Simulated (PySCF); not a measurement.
## Two-photon absorption: `InChI=1S/C6H6N/c1-2-4-6-7-5-3-1/h1-6H/q+1`, charge +1

Molfile (atoms numbered from 1):
```
C6H6N
     RDKit          3D

 13 13  0  0  0  0  0  0  0  0999 V2000
    0.9121    0.3648    0.4458 C   0  0  0  0  0  0  0  0  0  0  0  0
    1.5892   -0.8365    0.4581 C   0  0  0  0  0  0  0  0  0  0  0  0
    0.9824   -2.0665    0.8283 C   0  0  0  0  0  0  0  0  0  0  0  0
   -0.2714   -2.3553    0.6264 N   0  0  0  0  0  0  0  0  0  0  0  0
   -1.3531   -1.6623    0.4134 C   0  0  0  0  0  0  0  0  0  0  0  0
   -1.5043   -0.2910    0.7528 C   0  0  0  0  0  0  0  0  0  0  0  0
   -0.4597    0.6090    0.7395 C   0  0  0  0  0  0  0  0  0  0  0  0
    1.5201    1.2591    0.2739 H   0  0  0  0  0  0  0  0  0  0  0  0
    2.6706   -0.8303    0.2887 H   0  0  0  0  0  0  0  0  0  0  0  0
    1.6009   -2.8618    1.2664 H   0  0  0  0  0  0  0  0  0  0  0  0
   -2.2069   -2.2100   -0.0084 H   0  0  0  0  0  0  0  0  0  0  0  0
   -2.5185    0.0859    0.9184 H   0  0  0  0  0  0  0  0  0  0  0  0
   -0.7267    1.6605    0.8879 H   0  0  0  0  0  0  0  0  0  0  0  0
  1  2  1  0
  2  3  2  0
  3  4  1  0
  4  5  2  0
  5  6  1  0
  6  7  1  0
  7  1  2  0
  1  8  1  0
  2  9  1  0
  3 10  1  0
  5 11  1  0
  6 12  1  0
  7 13  1  0
M  CHG  1   6   1
M  END
```

The calculation used TDDFT B3LYP/aug-cc-pVDZ excited states, vertical, gas phase (PySCF 2.14.0). Geometry: PBE0-D3(BJ)/def2-SVP.

**Question.** Give the one- and two-photon strengths of the lowest singlets.

**Answer.** δ for parallel linear polarisation; σ at the peak of a Lorentzian of half width 0.1 eV, single beam; Ω is circular over linear.
```csv
state,E (eV),f,photon λ (nm),δ (au),σ (GM),Ω,main
S1,3.39,0.005,731,0.66,0.00,1.50,HOMO→LUMO+1 0.94
S2,3.57,0.025,695,3.17,0.01,1.21,HOMO→LUMO 0.90
S3,4.95,0.018,501,1.52,0.01,1.50,"HOMO−1→LUMO+1 0.60, HOMO−2→LUMO 0.35"
S4,5.00,0.035,496,23.1,0.21,0.32,"HOMO−1→LUMO 0.83, HOMO−2→LUMO+1 0.14"
S5,5.94,0.030,418,11.2,0.14,0.72,"HOMO−3→LUMO+1 0.78, HOMO−2→LUMO+1 0.16"
```

Among these, the strongest one-photon state is S4, the strongest two-photon state S4.
